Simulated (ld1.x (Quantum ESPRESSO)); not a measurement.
## Transferability test, TM semilocal potential for Yb (Z = 70)

ld1.x (Quantum ESPRESSO) 7.5 input, shortened:

```
&input
   title='Yb', zed=70., rel=1, dft='PZ', iswitch=3,
   config='[Xe] 4f14 5d0 5f-2 6s1.75 6p0'
 /
 &inputp
   pseudotype=1, tm=.true., lloc=1,
   nlcc=.true., rcore=1.55
 /
4
5S  1  0   2.00   0.00  1.80  1.80  0.0
5D  3  2   0.00   0.00  3.35  3.35  0.0
5F  4  3  -2.00   0.30  2.50  2.50  0.0
5P  2  1   6.00   0.00  1.95  1.95  0.0
 &test
   configts(1)='5s2 5p6 5d0 6s1.75 6p0'
 /
```

Occupied shells without a wave of their own: 6s. They enter only through the test configuration that unscreens the potential, and ld1.x also counts them in the model core charge.

Energies are relative to the spin-unpolarised reference configuration 5s2 5p6 5d0 6s1.75 6p0; without spin polarisation the order of configurations can differ from experiment. Not all tests gave a result: 1 of 9 tests not solved or not reliable. Left out of the table: 5s2 5p6 5d0 6s1 6p1 (solver errors, printed error -15.8 eV).

ld1.x takes every shell without a wave as core, so the model core holds the 6s electrons as well and exchange and correlation see them twice. This cancels in the reference configuration, but the file is broken for other ones, and its errors say nothing about a proper core correction.

```csv
valence configuration,charge,ΔE all-electron (eV),error AE − PS (meV)
5s2 5p6 5d0 6s2 6p0,0,-1.182,+129
5s2 5p6 5d0 6s1 6p0,+1,5.578,-660
5s2 5p6 5d0 6s0 6p0,+2,18.040,-2440
5s2 5p6 5d0.5 6s1.5 6p0,0,0.452,-146
5s2 5p6 5d1 6s0 6p0,+1,8.522,-1365
5s1 5p6 5d0 6s2 6p0,+1,60.137,-418
```

Levels in the configuration 5s2 5p6 5d1 6s0 6p0:

```
level  all-electron (eV)  pseudo (eV)
   5s            -60.443      -61.639
   5p            -32.993      -34.037
   5d             -5.845       -6.598
```

These tests converged, but a pseudo level misses the all-electron one widely, so the file describes the atom poorly there or has found another state: 5s2 5p6 5d0 6s1 6p0: empty 6p by 3.6 eV; 5s2 5p6 5d0 6s0 6p0: empty 6p by 7.2 eV; 5s2 5p6 5d1 6s0 6p0: empty 6p by 3.7 eV.

The potential misses its own reference levels by up to 0.6 eV.
